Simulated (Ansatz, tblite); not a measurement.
Forces on the cluster LaO₃H₃ at its r2SCAN-D4/def2-SVP geometry. The state is a singlet with charge 0.

In the def2 sets La takes a core potential; there is no spin–orbit coupling. The xTB rows come from tblite. Correlated methods freeze 3 core orbitals; core or outer-core shells of La are correlated, in sets that lack core-valence functions. The structure holds one bond between oxygen atoms, so isomers without such links may lie far lower. At B2PLYP/def2-TZVP the test of the restricted singlet for broken spin symmetry was undecided. The structure comes from a short search, and lower isomers may exist.

GFN1-xTB (tblite), largest force 1.33 eV/Å:

```xyz
7
positions Å, forces eV/Å
La   -0.599   -0.273   -0.303    0.477   -0.810    0.534
O     1.594   -0.687    0.232   -0.556    0.639   -1.027
O     1.755   -0.215   -1.165   -0.877   -0.127    0.892
O    -1.573    1.113    1.043    0.501   -0.299   -0.273
H    -1.747   -2.110   -0.487    0.332    0.601   -0.136
H    -1.870    1.706    1.739   -0.070    0.099   -0.112
H     2.440    0.465   -1.060    0.192   -0.102    0.122
```

GFN2-xTB (tblite), largest force 1.63 eV/Å:

```
La -0.265 -1.229 1.042
O -0.739 0.569 -0.672
O -0.275 0.023 0.307
O 0.423 -0.202 -0.457
H 0.482 0.956 -0.152
H 0.131 -0.089 -0.173
H 0.242 -0.028 0.104
```

B2PLYP/def2-TZVP (Ansatz), largest force 0.36 eV/Å:

```
La -0.088 -0.143 -0.015
O 0.074 -0.058 0.179
O 0.208 0.217 -0.196
O -0.100 0.233 0.205
H 0.012 0.025 -0.029
H 0.042 -0.115 -0.137
H -0.148 -0.159 -0.006
```
